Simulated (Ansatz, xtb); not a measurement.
**C4H10S2Si: 4 structures ranked**

4 gas-phase structures of C4H10S2Si, from a drawn sample of its isomers (lower ones may exist). Each was relaxed with GFN2-xTB; where two conformers were screened, the lower at r2SCAN-D4/def2-SVP is listed:

A. `C[Si]1(C)SCCS1`, a singlet
B. `CS[Si@@H]1CCCS1`, a singlet
C. `CC[C@@H]1CS[SiH2]S1`, a singlet
D. `CC[SiH]1SCCS1`, a singlet

Question: Which do you expect lowest at r2SCAN-D4/def2-SVP, and how would the others follow?

Answer: Calculated order at r2SCAN-D4/def2-SVP: A (0.000), D (0.538), B (0.655), C (0.869) eV.

Energies above the lowest of each column, in eV; the last columns are at PBE0-D3(BJ)/def2-SVP geometries and were run for some of them only (a dash: not run or not comparable):

```tsv
structure	GFN2-xTB	HF/STO-3G	r2SCAN-D4/def2-SVP	PBE0-D3(BJ)/def2-SVP	CCSD(T)/def2-SVP + ΔMP2/def2-TZVPP
A	0.698	0.000	0.000	0.000	0.000
D	0.467	0.520	0.538	0.495	0.564
B	0.479	0.577	0.655	0.602	0.658
C	0.000	0.900	0.869	–	–
```

CCSD(T)/def2-SVP + ΔMP2/def2-TZVPP puts A lowest of those it was run on; GFN2-xTB picks C. Flexible structures stand in one conformer each, not always the lowest. Frequencies (GFN2-xTB) were run for A, B, D alone. The ΔMP2 step shifts differences by up to 0.139 eV, which makes them less sure. ΔMP2 is the change of the MP2 energy from the smaller to the larger basis.

Over these structures GFN2-xTB departs from r2SCAN-D4/def2-SVP by 0.418 eV on average once a common shift is removed. A GFN2-xTB relaxation took about 0.12 s and the r2SCAN-D4/def2-SVP energy about 2.8 s on a shared host (Ansatz 0.2.0, xtb 6.7.1).
